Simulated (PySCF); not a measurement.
Shieldings and the share of exact exchange

Molecule: `C[C@H](F)[SiH2]N`, C$_{2}$H$_{8}$FNSi.

Cartesian coordinates in Å; atom numbers follow the order of the lines, from 1:
```xyz
13

C     1.3425   -0.3018    0.6393
C     0.6434    0.2340   -0.5875
F     0.6624    1.6364   -0.5453
Si   -1.2022   -0.2213   -0.7162
N    -1.9350    0.5382    0.6566
H     1.4043   -1.4001    0.5946
H     0.7919   -0.0282    1.5517
H     2.3651    0.1004    0.7095
H     1.1894   -0.0682   -1.5000
H    -1.4151   -1.6985   -0.6196
H    -1.6826    0.2289   -2.0650
H    -2.9048    0.3562    0.8886
H    -1.7121    1.5187    0.8000
```

GIAO shieldings (ppm, equivalent atoms averaged) in PySCF 2.14.0 with density-fitted response routines on the PBE0-D3(BJ)/def2-SVP geometry, basis pcSseg-2, gas phase, non-relativistic:

```tsv
functional	exact exchange (%)	σ(C2)	σ(F3)	σ(Si4)
BLYP	0	79.3	399.2	351.8
BP86	0	85.2	402.4	360.6
PBE	0	85.0	400.6	361.3
B3LYP	20	86.8	413.9	364.0
PBE0	25	94.0	418.2	376.5
mPW1PW91	25	93.4	418.9	375.4
HF	100	111.3	455.3	417.7
```

(1) Fit each shielding as a line in the percentage of exact exchange.

(2) What does the line predict for BHandHLYP (50 %), and what does the run give?

## Answers

(1) σ(C2) = 83.8 + 0.28 x (rms 2.6 ppm); σ(F3) = 402.3 + 0.55 x (rms 2.0 ppm); σ(Si4) = 357.9 + 0.60 x (rms 4.0 ppm). The functionals also differ in their semilocal parts, which the line can't hold; Hartree–Fock has no correlation at all.

(2) σ(C2): 97.8 predicted, 96.4 computed; σ(F3): 429.8 predicted, 431.5 computed; σ(Si4): 387.9 predicted, 382.7 computed ppm.
